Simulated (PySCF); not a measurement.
CH4F2Sn, SMILES [CH3][SnH]([F])[F]. Coordinates come from a PBE0-D3(BJ)/def2-SVP optimisation. The def2 effective core potentials stand for the cores of Sn; spin–orbit coupling is left out.

Task: Give the equilibrium geometry at PBE0-D3(BJ)/def2-SVP (PySCF confirms it by a frequency run) as a Z-matrix, and its point group. (Estimate from the structure and the level; the computed values follow.)

Result: point group Cs.
```
Sn
F 1 1.9358
F 1 1.9358 2 102.97
H 1 1.7048 2 106.31 3 111.57
C 1 2.1234 4 125.07 2 -125.39
H 5 1.0979 1 111.10 4 0.00
H 5 1.0984 6 110.06 1 119.41
H 5 1.0984 6 110.06 7 121.17
```
Charge 0, spin multiplicity 1.
